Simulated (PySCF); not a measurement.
Work out the structure from these simulated measurements.

Elements present: C, F, H and O. Monoisotopic mass: 164.0285 u.

- 13C NMR: chemical shifts (computed TMS as zero) by class: 171.3 (1 C), 155.0 (1 C), 151.4 (1 C), 122.7 (1 C), 110.4 (1 C), 107.4 (1 C) ppm [GIAO PBE0/pcSseg-1]
- 1H NMR: chemical shifts (computed TMS as zero) by class: 8.18 (1 H), 6.81 (1 H), 6.52 (1 H), 6.50 (1 H), 5.45 (1 H), 5.18 (1 H) ppm [GIAO PBE0/pcSseg-1]
- NMR, other nuclei: isotropic shieldings of nuclei other than C and H, by class: -112 (1 O), 90 (1 O), 131 (1 O), 277 (2 F) ppm [GIAO PBE0/pcSseg-1]
- Dipole: 2.73 D [PBE0/pcSseg-1]
- Rotational structure: rotational constants A, B, C: 2.217, 0.647, 0.549 GHz [GFN2-xTB]

Electronic properties: PySCF, gas phase, density fitting. Levels stand in brackets. One conformer (not necessarily the lowest) at the GFN2-xTB geometry, without solvent, vibrations or thermal averaging. NMR classes are plain means over equivalent atoms (diastereotopic ones count apart unless rotation or inversion swaps them), as if these changed places fast.

Q: Which formula fits the mass and the elements?

A: C6H6F2O3 (calculated 164.0285). No other formula that holds each of these elements comes within 0.0003 u with a fitting electron parity and a possible valence count.

Q: Propose a structure and show how it fits.

A: Numbering: `[CH2:1]=[CH:2][O:3][C:4](=[O:5])/[CH:6]=[CH:7]\[O:8][CH:9]([F:10])[F:11]`. Its formula, C6H6F2O3, gives 3 degrees of unsaturation: 0 rings and 3 π bonds in the structure found. 6 carbons fall into 6 classes; from least to most shielded: ester carbonyl carbon [C4] (171.3 ppm), vinylic carbon bearing oxygen [C7] (155.0 ppm), vinylic carbon bearing oxygen [C2] (151.4 ppm), CHF2 carbon [C9] (122.7 ppm), terminal =CH2 carbon [C1] (110.4 ppm), alkene CH carbon [C6] (107.4 ppm). Hydrogen classes from least to most shielded: 1 H on a CHF2 carbon, C9 (8.18 ppm), 1 H on a terminal =CH2 carbon, C1 (6.81 ppm), 1 H on a vinylic carbon bearing oxygen, C2 (6.52 ppm), 1 H on a vinylic carbon bearing oxygen, C7 (6.50 ppm), 1 H on an alkene CH carbon, C6 (5.45 ppm), 1 H on a terminal =CH2 carbon, C1 (5.18 ppm). The other shieldings belong to: -112 ppm, ester carbonyl oxygen [O5]; 90 ppm, ester single-bonded oxygen [O3]; 131 ppm, ether oxygen [O8]; 277 ppm, fluorine of a CF2 group [F10/F11]. The optimised geometry has point group C1 and is an asymmetric top. Structure: `C=COC(=O)/C=C\OC(F)F`. The assignments are read from this structure; whether some other isomer fits the data as well wasn't checked.
